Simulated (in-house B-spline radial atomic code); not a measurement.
Stripping nitrogen of all its electrons. The total binding energy is the sum of the 7 successive ionisation energies. Configuration: [He] 2s2 (2p1/2)2 (2p3/2)1. Level of theory: Dirac-Hartree-Fock, average of the jj configuration, Fermi nucleus of rms radius 2.5582 fm; calculated with a radial B-spline atomic code at the basis-set limit.

Dirac-Coulomb total energy: -54.3170 hartree. First-order corrections (hartree): Breit 0.004798, self-energy 0.003065, vacuum polarisation -0.0001421, recoil 0.00201.

Question: What total binding energy follows, and how does it compare with the sum of NIST's ionisation energies?

Answer: 1477.78 eV from the corrected total, against 1486.06 ± 0.0026 eV from NIST's table (measured, semi-empirical and theoretical entries, uncertainties added in quadrature). The table binds 8.3 eV more, 1.18 eV per electron, the size expected of the correlation energy that Hartree-Fock leaves out.

Question: What share of the binding belongs to the last two electrons?

Answer: 82 % by NIST's values (1219.1 eV).
